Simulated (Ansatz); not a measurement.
`BCBCC#C` + H₂ → `BCB` + `C#CC` at 500 K and 1 bar (hydrogenolysis of a B–C bond).

Program: Ansatz. Geometries: PBE0-D4/def2-TZVP. ΔE: electronic, gas phase. CCSD(T)/CBS is the MP2 limit (def2-TZVPP, def2-QZVPP) plus CCSD(T) − MP2 in def2-TZVPP, frozen cores. This one scheme is used for every species. One conformer a species, not always the lowest.

```tsv
species	CCSD(T)/CBS energy (Eh)	H − E (kJ/mol)	S (J/(mol·K))
`BCBCC#C`	-206.52690	335.6	405.9
H₂	-1.17544	41.0	145.5
`BCB`	-91.21084	211.3	329.6
`C#CC`	-116.49627	173.5	282.9
```

H − E and S are ideal-gas, rigid-rotor, harmonic terms from PBE0-D4/def2-TZVP, for one conformer and one mirror image of each species. The MP2-based limit puts H₂ 0.8 mEh under its directly extrapolated value; such offsets cancel only in part. 1 Eh = 2625.50 kJ/mol, R = 8.31446 J/(mol·K).

By hand: ΔE, ΔH, ΔS and ΔG.

ΔE = (-91.21084) + (-116.49627) − (-206.52690) − (-1.17544) = -0.00477 Eh = -12.5 kJ/mol. Δ(H − E) = 211.3 + 173.5 − 335.6 − 41.0 = 8.2, so ΔH = -4.3 kJ/mol. ΔS = 329.6 + 282.9 − 405.9 − 145.5 = 61.1 J/(mol·K). ΔG = -4.3 − 500 × (61.1)/1000 = -34.9 kJ/mol.

By hand: the equilibrium constant, and the temperature at which ΔG would vanish if ΔH and ΔS stayed fixed.

log₁₀ K = −ΔG/(RT ln 10) = 3.6. ΔH and −TΔS have one sign here, so there is no such temperature.

TΔS isn't small against ΔH here. A doubt of 5 kJ/mol in ΔE shifts log₁₀ K by 0.5 here. Other conformers and mirror images would add mixing entropy, several J/(mol·K) or more a flexible species. These are equilibria of isolated gas molecules and say nothing of rates. Largest T1 diagnostic: 0.016 (customary marks: 0.02 for closed shells, 0.045 for open ones).
